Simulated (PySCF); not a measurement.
carbon monosulfide (CS), singlet, at a GFN2-xTB geometry. Base run: CCSD/6-31G (PySCF).

Input for PySCF:
```python
from pyscf import gto, scf, cc

mol = gto.M(
    atom='''
C    -0.000000   -0.000000   -1.106311
S     0.000000    0.000000    0.414867
''',
    basis='6-31g',
    charge=0,
    spin=0,
    verbose=4,
)

mf = scf.RHF(mol)
mf.kernel()

mycc = cc.CCSD(mf)
mycc.kernel()
print('E(CCSD) = %.10f' % mycc.e_tot)
```

Each row names what was changed in the base input (with any setting that the change needs).

| change | ΔE vs base (mEh) | MP2 correlation (Eh) | CC correlation without the perturbative part (Eh) | basis functions |
|---|---|---|---|---|
| base | 0.000 | -0.15064 | -0.15558 | 22 |
| method = ccsd(t) | ? | -0.15064 | -0.15558 | 22 |
| cc.diis_space = 10 | 0.000 | -0.15064 | -0.15558 | 22 |
| cc.iterative_damping = 0.8 | 0.000 | -0.15064 | -0.15558 | 22 |
| method = cisd | ? | - | - | 22 |
| cc.direct = True | 0.000 | -0.15064 | -0.15558 | 22 |
| cc.conv_tol = 1e-9 | 0.000 | -0.15064 | -0.15558 | 22 |
| frozen = 7 | ? | ? | ? | 22 |
| cc.conv_tol = 1e-5 | 0.000 | -0.15064 | -0.15558 | 22 |
| density fitting = JK and correlation | 0.025 | -0.15064 | -0.15558 | 22 |

Question: What belongs in the gaps?

Answer: 
- method = ccsd(t), ΔE vs base (mEh): -8.674
- method = cisd, ΔE vs base (mEh): 9.265
- frozen = 7, ΔE vs base (mEh): 31.718
- frozen = 7, MP2 correlation (Eh): -0.11874
- frozen = 7, CC correlation without the perturbative part (Eh): -0.12386
